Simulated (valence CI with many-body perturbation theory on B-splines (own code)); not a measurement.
E1 line list for Tb LIX

Method: valence CI with perturbative core correlation (CI+MBPT): five valence electrons over a frozen Dirac-Fock core [He], a basis of 9 s, 9 p, 8 d, 6 f, 3 g, 1 h functions for each j, with the one-electron correlation potential Σ1, the two-electron term Σ2, the three-electron term Σ3, Breit, model QED; selected CI, second order for the rest (own B-spline code, finite nucleus).

The last digits are not significant, and no measured levels were compared; by estimate large intervals hold to a few tenths of a per cent, small ones and those within an open d or f shell to about a per cent. Among the levels kept, up to 1200 cm⁻¹ of a level comes from second order outside the variational space, and about a tenth of that is noise between levels of different J, which matters for small intervals.

Lines 1 to 50 of 248 in falling wavelength, among levels below 8258.7 eV, chosen from the strongest by gf and those to the six lowest levels. Wavelengths and rates use the calculated energies. Electric multipoles are in the length gauge, E1 and E2 with the static RPA response of the core. Weak lines are less certain than strong ones. Lines between different terms over intervals too small for the method are left out, as are lines whose strength nearly cancels. The highest levels of a list are the least certain.

Levels are named by their leading jj configuration (3d3/2^4 stands for four electrons in 3d with j = 3/2), which in mixed levels can hold well under half, so a name can repeat and another be missing. Letters in brackets count levels of one name in rising energy.

```tsv
λ vac (nm)	Upper	Lower	A (s⁻¹)	S (a.u.)
17.25	(2s 2p1/2^2 2p3/2 3p1/2) J=5/2	(2s 2p1/2^2 2p3/2 3s) J=3/2 [a]	2.24e+09	3.41e-02
15.52	(2s^2 2p1/2 2p3/2 3p1/2) J=5/2	(2s^2 2p1/2 2p3/2 3s) J=3/2 [b]	3.25e+09	3.59e-02
14.49	(2s^2 2p1/2 2p3/2 3p1/2) J=5/2	(2s^2 2p1/2 2p3/2 3s) J=5/2	3.82e+09	3.44e-02
14.40	(2s^2 2p1/2^2 3p1/2) J=1/2	(2s^2 2p1/2^2 3s) J=1/2	8.34e+09	2.46e-02
13.58	(2s^2 2p1/2 2p3/2 3p1/2) J=3/2 [a]	(2s^2 2p1/2 2p3/2 3s) J=3/2 [a]	4.59e+09	2.27e-02
12.83	(2s 2p1/2^2 2p3/2 3p1/2) J=3/2 [a]	(2s 2p1/2^2 2p3/2 3s) J=5/2	9.08e+09	3.78e-02
12.70	(2s 2p1/2^2 2p3/2 3p1/2) J=5/2	(2s 2p1/2^2 2p3/2 3s) J=5/2	6.17e+09	3.75e-02
10.43	(2s^2 2p1/2 2p3/2 3p1/2) J=3/2 [b]	(2s^2 2p1/2 2p3/2 3s) J=5/2	1.45e+10	3.25e-02
9.576	(2s^2 2p1/2 2p3/2 3d5/2) J=3/2 [b]	(2s^2 2p1/2 2p3/2 3p3/2) J=1/2 [b]	9.52e+09	1.65e-02
8.912	(2s 2p1/2^2 2p3/2 3d5/2) J=5/2	(2s 2p1/2^2 2p3/2 3p3/2) J=5/2 [a]	1.10e+10	2.30e-02
8.907	(2s^2 2p1/2 2p3/2 3d5/2) J=5/2 [b]	(2s^2 2p1/2 2p3/2 3p3/2) J=5/2 [b]	8.37e+09	1.75e-02
8.892	(2s^2 2p1/2 2p3/2 3d5/2) J=5/2 [b]	(2s^2 2p1/2 2p3/2 3p3/2) J=3/2 [b]	1.14e+10	2.38e-02
8.742	(2s 2p1/2^2 2p3/2 3d5/2) J=9/2	(2s 2p1/2^2 2p3/2 3p3/2) J=7/2	3.54e+10	1.17e-01
8.683	(2s^2 2p1/2 2p3/2 3d5/2) J=7/2 [a]	(2s^2 2p1/2 2p3/2 3p3/2) J=5/2 [a]	2.77e+10	7.16e-02
8.456	(2s^2 2p1/2 2p3/2 3d5/2) J=7/2 [b]	(2s^2 2p1/2 2p3/2 3p3/2) J=5/2 [b]	2.87e+10	6.84e-02
8.356	(2s^2 2p1/2 2p3/2 3d5/2) J=9/2	(2s^2 2p1/2 2p3/2 3p3/2) J=7/2	3.74e+10	1.08e-01
8.279	(2s^2 2p1/2^2 3d5/2) J=5/2	(2s^2 2p1/2^2 3p3/2) J=3/2	3.89e+10	6.53e-02
8.020	(2s 2p1/2^2 2p3/2 3d5/2) J=5/2	(2s 2p1/2^2 2p3/2 3p3/2) J=3/2 [a]	2.42e+10	3.69e-02
7.963	(2s^2 2p1/2 2p3/2 3d5/2) J=5/2 [a]	(2s^2 2p1/2 2p3/2 3p3/2) J=3/2 [a]	2.56e+10	3.83e-02
7.420	(2s^2 2p1/2 2p3/2 3d5/2) J=3/2 [a]	(2s^2 2p1/2 2p3/2 3p3/2) J=1/2 [a]	2.11e+10	1.70e-02
7.245	(2s^2 2p1/2 2p3/2 3d5/2) J=7/2 [b]	(2s^2 2p1/2 2p3/2 3p3/2) J=7/2	8.74e+09	1.31e-02
6.774	(2s^2 2p1/2 2p3/2 3d5/2) J=3/2 [b]	(2s^2 2p1/2 2p3/2 3p3/2) J=3/2 [a]	2.53e+10	1.55e-02
5.708	(2s^2 2p1/2 2p3/2 3d5/2) J=7/2 [a]	(2s 2p1/2^2 2p3/2 3s) J=5/2	1.21e+10	8.91e-03
5.544	(2s 2p1/2^2 2p3/2 3d3/2) J=7/2	(2s^2 2p1/2 2p3/2 3d3/2) J=5/2 [b]	1.52e+10	1.02e-02
5.007	(2s 2p1/2^2 2p3/2 3p3/2) J=7/2	(2s^2 2p1/2 2p3/2 3p3/2) J=5/2 [a]	6.65e+10	3.30e-02
4.773	(2s 2p1/2^2 2p3/2 3p3/2) J=5/2 [a]	(2s 2p1/2^2 2p3/2 3s) J=3/2 [b]	4.57e+10	1.47e-02
4.736	(2s 2p1/2^2 2p3/2^2) J=5/2	(2s^2 2p1/2 2p3/2^2) J=5/2	1.42e+10	4.46e-03
4.364	(2s 2p1/2^2 2p3/2^2) J=5/2	(2s^2 2p1/2 2p3/2^2) J=3/2	2.42e+10	5.96e-03
4.306	(2s 2p1/2^2 2p3/2 3p3/2) J=1/2 [b]	(2s^2 2p1/2 2p3/2 3p3/2) J=1/2 [b]	1.15e+11	9.03e-03
4.259	(2s 2p1/2^2 2p3/2 3p3/2) J=5/2 [b]	(2s^2 2p1/2 2p3/2 3p3/2) J=3/2 [b]	1.54e+11	3.52e-02
4.144	(2s^2 2p1/2 2p3/2 3d3/2) J=5/2 [b]	(2s^2 2p1/2 2p3/2 3p1/2) J=3/2 [b]	1.49e+11	3.15e-02
4.120	(2s^2 2p1/2 2p3/2 3p3/2) J=3/2 [a]	(2s^2 2p1/2 2p3/2 3s) J=3/2 [b]	1.57e+11	2.17e-02
4.092	(2s^2 2p1/2 2p3/2 3d3/2) J=5/2 [a]	(2s^2 2p1/2 2p3/2 3p1/2) J=5/2	4.44e+10	9.02e-03
4.091	(2s^2 2p1/2 2p3/2 3p3/2) J=1/2 [a]	(2s^2 2p1/2 2p3/2 3s) J=1/2	1.13e+11	7.65e-03
4.071	(2s 2p1/2^2 2p3/2 3p3/2) J=3/2 [a]	(2s 2p1/2^2 2p3/2 3s) J=3/2 [a]	2.79e+11	3.72e-02
4.070	(2s 2p1/2^2 2p3/2 3d3/2) J=3/2 [b]	(2s 2p1/2^2 2p3/2 3p1/2) J=3/2 [b]	5.03e+10	6.69e-03
4.057	(2s 2p1/2^2 2p3/2 3p3/2) J=3/2 [b]	(2s^2 2p1/2 2p3/2 3p3/2) J=3/2 [b]	1.06e+11	1.40e-02
4.048	(2s^2 2p1/2 2p3/2 3d3/2) J=3/2 [b]	(2s^2 2p1/2 2p3/2 3p1/2) J=3/2 [b]	1.86e+11	2.44e-02
4.040	(2s 2p1/2^2 2p3/2 3d3/2) J=3/2 [b]	(2s 2p1/2^2 2p3/2 3p1/2) J=1/2	8.45e+10	1.10e-02
4.023	(2s 2p1/2^2 2p3/2^2) J=1/2	(2s^2 2p1/2 2p3/2^2) J=1/2	5.28e+10	3.39e-03
4.004	(2s 2p1/2^2 2p3/2^2) J=3/2	(2s^2 2p1/2 2p3/2^2) J=1/2	5.58e+07	7.07e-06
3.988	(2s 2p1/2^2 2p3/2 3d3/2) J=5/2	(2s 2p1/2^2 2p3/2 3p1/2) J=5/2	1.53e+11	2.88e-02
3.976	(2s 2p1/2^2 2p3/2 3d3/2) J=5/2	(2s 2p1/2^2 2p3/2 3p1/2) J=3/2 [a]	1.29e+11	2.40e-02
3.955	(2s^2 2p1/2 2p3/2 3d3/2) J=3/2 [a]	(2s^2 2p1/2 2p3/2 3p1/2) J=3/2 [a]	8.74e+10	1.07e-02
3.949	(2s^2 2p1/2 2p3/2 3p3/2) J=7/2	(2s^2 2p1/2 2p3/2 3s) J=5/2	4.31e+11	1.05e-01
3.940	(2s^2 2p1/2 2p3/2 3d3/2) J=1/2 [b]	(2s^2 2p1/2 2p3/2 3p1/2) J=3/2 [b]	2.58e+11	1.56e-02
3.934	(2s 2p1/2^2 2p3/2 3d3/2) J=3/2 [a]	(2s 2p1/2^2 2p3/2 3p1/2) J=5/2	6.71e+10	8.07e-03
3.931	(2s 2p1/2^2 2p3/2 3p3/2) J=5/2 [b]	(2s^2 2p1/2 2p3/2 3p3/2) J=7/2	3.44e+10	6.18e-03
3.922	(2s^2 2p1/2 2p3/2 3d3/2) J=5/2 [a]	(2s^2 2p1/2 2p3/2 3p1/2) J=3/2 [a]	2.44e+11	4.36e-02
3.922	(2s 2p1/2^2 2p3/2 3d3/2) J=3/2 [a]	(2s 2p1/2^2 2p3/2 3p1/2) J=3/2 [a]	2.41e+11	2.87e-02
```
